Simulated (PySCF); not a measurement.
N-silylprop-2-yn-1-amine (C3H7NSi), SMILES C#CCN[SiH3].

Geometry: r2SCAN-D4/def2-SVP. The values are those of a single conformer.

These are PySCF with r2SCAN-D4/def2-SVP values and carry that method's errors.

Frequencies are harmonic and unscaled.

Computed harmonic wavenumbers and intensities:
```csv
mode,ν (cm⁻¹),IR (km/mol),Raman (Å⁴/amu),depolarisation,moving atoms (share of kinetic energy)
1,57,0.1,3.0,0.72,"C 37 %, H 27 %, Si 25 %, N 12 %"
2,112,0.8,1.9,0.73,"H 86 %, C 11 %"
3,208,2.0,4.8,0.75,"C 38 %, H 34 %, N 24 %"
4,246,2.1,4.8,0.73,"C 41 %, H 27 %, N 21 %, Si 12 %"
5,330,5.0,8.6,0.73,"C 61 %, H 37 %"
6,491,95.8,1.3,0.31,"H 78 %, C 14 %"
7,548,30.2,2.7,0.34,"C 51 %, N 25 %, H 19 %"
8,655,41.9,2.0,0.72,"H 79 %, C 20 %"
9,679,50.2,8.2,0.47,"H 74 %, C 23 %"
10,687,15.3,13.5,0.48,"H 74 %, Si 12 %"
11,706,54.3,10.4,0.64,"H 73 %, N 11 %, Si 9 %"
12,786,32.9,8.1,0.27,"H 35 %, N 31 %, Si 20 %, C 13 %"
13,907,104.9,17.4,0.74,H 93 %
14,933,14.4,2.0,0.35,"C 81 %, H 16 %"
15,966,157.7,16.8,0.75,H 91 %
16,979,105.3,4.5,0.73,"H 65 %, C 21 %"
17,981,57.1,18.9,0.75,"H 85 %, C 11 %"
18,1131,97.1,5.9,0.53,"N 43 %, C 40 %, H 16 %"
19,1228,16.2,4.5,0.72,H 92 %
20,1347,20.1,9.8,0.43,"H 77 %, C 21 %"
21,1411,39.3,5.8,0.75,"H 77 %, N 16 %"
22,1436,6.5,18.1,0.72,H 94 %
23,2179,140.7,95.0,0.30,H 96 %
24,2204,1.6,156.7,0.22,"C 90 %, H 10 %"
25,2223,93.4,149.7,0.09,H 98 %
26,2236,132.1,130.6,0.40,H 96 %
27,3013,29.0,178.0,0.07,H 95 %
28,3062,6.9,85.8,0.75,"H 91 %, C 9 %"
29,3476,69.7,35.0,0.24,"H 86 %, C 14 %"
30,3574,20.5,85.6,0.23,H 93 %
```
